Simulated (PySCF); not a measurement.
Working out the excitation energy of O

O [He] 2s2 2p4 (3P) → O [He] 2s1 2p5 (3P). All numbers are calculated (PySCF 2.14, the spin-free X2C one-electron Hamiltonian (Gaussian nucleus), in x2c-TZVPPall with one added diffuse shell each of s, p, d type (6s4p3d1f, 40 functions)). Frozen: 1s2. Energies in hartree (1 hartree = 27.21139 eV):

| part | O (lower) | O (upper) |
| --- | --- | --- |
| UHF | -74.868206 | -74.247069 |
| CCSD correlation | -0.159481 | -0.207371 |
| (T) | -0.003101 | -0.015238 |

Task: What does Hartree-Fock give?

Result: (-74.247069) − (-74.868206) = 0.621137 hartree = 16.902 eV.

Task: What do CCSD and CCSD(T) give?

Result: The CCSD correlation energies differ by -0.047890 hartree = -1.303 eV and the triples by -0.012137 hartree = -0.330 eV, so CCSD gives 15.599 eV and CCSD(T) 15.269 eV.

The upper state lies above the first ionisation limit, where it may autoionise and the basis confines it.

The coupled-cluster amplitudes are large, so a single reference is strained.
